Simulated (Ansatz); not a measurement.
Basis-set extrapolation for `C[S][Mg][NH2]` (PBE0-D4/def2-TZVP geometry, frozen core, Ansatz). Multiplicity 1, RHF reference. For Mg the program correlates outer-core shells too, which these sets cover unevenly, so the extrapolated numbers aren't a true limit.

```json
{"": "HF", "def2-TZVPP": "-692.475042", "def2-QZVPP": "-692.500267"}
{"": "MP2 correlation", "def2-TZVPP": "-0.772975", "def2-QZVPP": "-0.857421"}
{"": "CCSD(T) correlation", "def2-TZVPP": "-0.842255", "def2-QZVPP": "not run"}
```

Energies in hartree. Use E(X) = E(∞) + A·exp(−7.88·√X) for Hartree–Fock and E(X) = E(∞) + B·X^(−2.97) for correlation, with X = 3 and 4, and add CCSD(T) minus MP2 of the smaller set to the MP2 limit.

Question: What is the CCSD(T) energy at the basis-set limit?

Answer: HF limit: -692.500267 + (-0.025225) × 0.13774 = -692.50374. MP2 limit: -0.857421 + (-0.084446) × 0.74074 = -0.91997. Higher-order term: -0.842255 − (-0.772975) = -0.06928. Total: -693.49299 hartree, 110.2 kcal/mol below CCSD(T)/def2-TZVPP.
